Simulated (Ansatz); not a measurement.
Consider the formal exchange of groups at a B–Sn bond: `N[BH][SnH3]` + `[SiH3][SeH]` → `NB[SiH2][SeH]` + `[SnH4]`.

Calculated with Ansatz (gas phase, PBE0-D4/def2-TZVP geometries, no zero-point term in ΔE). CCSD(T)/CBS adds triple-zeta CCSD(T) − MP2 to the extrapolated MP2 energy (def2 sets, frozen cores). def2 core potentials past Kr. For Se, Sn outer-core shells are correlated without core-valence functions, which leaves a few kJ/mol of doubt a bond. Scalar relativity is left out up to krypton. Each species was taken in one conformer, which may not be the lowest.

```json
{"species": "`N[BH][SnH3]`", "MP2/def2-TZVPP energy (Eh)": "-296.67948"}
{"species": "`[SiH3][SeH]`", "MP2/def2-TZVPP energy (Eh)": "-2691.54477"}
{"species": "`NB[SiH2][SeH]`", "MP2/def2-TZVPP energy (Eh)": "-2772.22439"}
{"species": "`[SnH4]`", "MP2/def2-TZVPP energy (Eh)": "-215.99516"}
```

Problem. Work out ΔE.

Solution. ΔE = (-2772.22439) + (-215.99516) − (-296.67948) − (-2691.54477) = 0.00470 Eh = +0.13 eV. CCSD(T)/CBS gives +0.12 eV.

Largest T1 diagnostic among the species: 0.014.
